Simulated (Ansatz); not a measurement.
Start from `BC(C)=N` and change one element to get `C[C](=N)[AlH2]`.

Ansatz, PBE0-D4/def2-TZVP geometries, multiplicity 1. Each molecule was computed in one conformer, which needn't be the lowest.

| property | `BC(C)=N` |
| --- | --- |
| HOMO energy (PBE/def2-TZVPP) / eV | -6.06 |
| HOMO energy (ωB97M-V/def2-TZVPP) / eV | -9.75 |
| zero-point energy (PBE0-D4/def2-TZVP) / kJ/mol | 207.1 |
| HOMO–LUMO gap (PBE/def2-TZVPP) / eV | 3.03 |
| HOMO–LUMO gap (PBE0/def2-TZVPP) / eV | 5.38 |
| LUMO energy (B3LYP/def2-TZVPP) / eV | -2.26 |

Q: Give the same properties after the change, and the shifts. (Estimate.)

A: Ansatz gave: 
| property | `C[C](=N)[AlH2]` | shift |
| --- | --- | --- |
| HOMO energy (PBE/def2-TZVPP) / eV | -5.40 | 0.66 |
| HOMO energy (ωB97M-V/def2-TZVPP) / eV | -8.99 | 0.76 |
| zero-point energy (PBE0-D4/def2-TZVP) / kJ/mol | 188.1 | -19.0 |
| HOMO–LUMO gap (PBE/def2-TZVPP) / eV | 2.52 | -0.51 |
| HOMO–LUMO gap (PBE0/def2-TZVPP) / eV | 4.66 | -0.72 |
| LUMO energy (B3LYP/def2-TZVPP) / eV | -2.27 | -0.01 |

B3LYP here is the variant with VWN-RPA as its local correlation; programs differ in this.
